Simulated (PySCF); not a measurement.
# Bromine: a sound run and one with changed settings

Sound run: Br⁺ [Ar] 3d10 4s2 4p4, Br²⁺ [Ar] 3d10 4s2 4p3. Computed with PySCF 2.14 in cc-pVDZ-PP with ECP10MDF, with scalar relativity through the core potential. In the sound run the correlated levels freeze 3s2 3p6 3d10 outside the core potential. The sound run starts from symmetry-adapted Hartree-Fock orbitals and uses a fine grid where one is needed.

Changed run: a valence shell is frozen. This setting is unsound on purpose.

```
species   method  sound run (hartree)  changed run (hartree)  converged
    Br⁺      MP2           -415.15109             -415.11367        yes
    Br⁺  CCSD(T)           -415.16727             -415.12171        yes
   Br²⁺      MP2           -414.39464             -414.35093        yes
   Br²⁺  CCSD(T)           -414.40981             -414.35531        yes
```

Ionisation energy of Br⁺:

```json
{"method": "UHF", "sound run (eV)": "20.173", "changed run (eV)": "20.173"}
{"method": "MP2", "sound run (eV)": "20.584", "changed run (eV)": "20.755"}
{"method": "SCS-MP2", "sound run (eV)": "20.595", "changed run (eV)": "20.870"}
{"method": "CCSD", "sound run (eV)": "20.605", "changed run (eV)": "20.853"}
{"method": "CCSD(T)", "sound run (eV)": "20.612", "changed run (eV)": "20.855"}
```

Freezing a valence shell removes pair correlation that changes on ionisation.

For comparison, NIST gives 21.591 eV between the lowest levels.
